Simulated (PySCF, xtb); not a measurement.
CBrF2, SMILES F[C](F)Br (connectivity only; charge and spin as stated), charge +1, multiplicity 1.

Harmonic wavenumbers (cm⁻¹) from GFN2-xTB in xtb at its own minimum, in rising order: 314, 379, 509, 663, 1293, 1430.

### Question
What does B3LYP-D3(BJ)/def2-SVP in PySCF 2.14.0 give at its own minimum? (The exact figures need the calculation; the answer reports its results.)

### Answer
360, 423, 631, 756, 1398, 1545. Paired by order, the mean absolute difference is 87 cm⁻¹ and the zero-point energies are 6.6 and 7.3 kcal/mol.
